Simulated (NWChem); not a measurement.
Species: bicarbonate (CHO₃ anion); SMILES O=C([O-])O

Results from NWChem. Pople sets run with spherical d functions. Sets without diffuse functions describe the anion's extra electron poorly. The highest occupied level is positive in some or all of these runs, so the extra electron may be held by the finite basis. Each level has its own optimisation; frequencies are unscaled. Brackets give each atom's bonded neighbours. One conformer.

| level | r C–O [C(OOO)–O(CH)] (Å) | r H–O (Å) | highest harmonic frequency (cm⁻¹) | lowest (cm⁻¹) | zero-point energy (kcal/mol) |
|---|---|---|---|---|---|
| B3LYP/6-31G* | 1.453 | 0.971 | 3715 | 538 | 16.5 |
| BLYP/def2-SVP | 1.482 | 0.979 | 3609 | 514 | 15.8 |
| Hartree-Fock/3-21G | 1.443 | 0.965 | 3880 | 562 | 17.5 |
| Hartree-Fock/6-31G* | 1.401 | 0.947 | 4103 | 609 | 18.4 |
| B3LYP/def2-SVPD | 1.440 | 0.965 | 3817 | 544 | 16.5 |
